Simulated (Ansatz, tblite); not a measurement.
Cost and result up the ladder for Sn2Au (the lowest doublet isomer of a short search) (3 atoms). Total charge 0; doublet. Geometry: B3LYP-D4/def2-TZVP.

```tsv
atom	x (Å)	y (Å)	z (Å)
Au1	-0.5686	1.0044	1.0620
Sn2	0.2794	-1.5354	0.4435
Sn3	0.2892	0.5310	-1.5055
```

Ansatz on 4 threads of Arm Neoverse V2 on a shared host; xTB runs through tblite on one thread. Times are rough, summed over both states, and most runs start from the orbitals of an earlier one. PBE0-D4/def2-TZVP serves as the yardstick here, not as an exact answer. The other state is a triplet.

In the def2 sets Au, Sn take a core potential; there is no spin–orbit coupling. The xTB rows come from tblite. The structure comes from a short search, and lower isomers may exist.

Raw xTB energies of ions are shifted by several eV, and xTB has no spin-polarisation term.

```csv
level,functions,wall time,vertical IE (eV),difference from PBE0-D4/def2-TZVP (eV)
GFN1-xTB,27,0.004 s,12.20,5.51
GFN2-xTB,27,0.005 s,11.39,4.70
PBE-D4/def2-TZVP,140,5 s,6.69,0.00
PBE0-D4/def2-TZVP,140,8.7 s,6.69,0.00
r2SCAN-D4/def2-TZVP,140,15 s,6.67,-0.01
```
